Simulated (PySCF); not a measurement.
Ligand exchange on a metal centre used in film growth or etching (W Cl-F). All species are isolated molecules in the gas phase.

Level of theory: B3LYP-D3(BJ)/def2-TZVP // r2SCAN-D4/def2-SVP in PySCF. All candidates: neutral, multiplicity 1. B3LYP has the VWN-RPA correlation part, as in Gaussian. 

```json
{
 "dipole_moment": "0.84 D",
 "HOMO–LUMO gap": "3.41 eV",
 "HOMO": "-8.97 eV"
}
```

Question: Which member has these values?
(A) [W(F)6]
(B) [W(Cl)(F)5]
(C) [W(Cl)2(F)4]
(D) [W(Cl)5(F)]

Answer: D, [W(Cl)5(F)]. The others give [W(Cl)2(F)4]: 1.38 D, 4.39 eV, -9.76 eV; [W(F)6]: 0.00 D, 7.47 eV, -12.47 eV; [W(Cl)(F)5]: 1.04 D, 5.19 eV, -10.37 eV
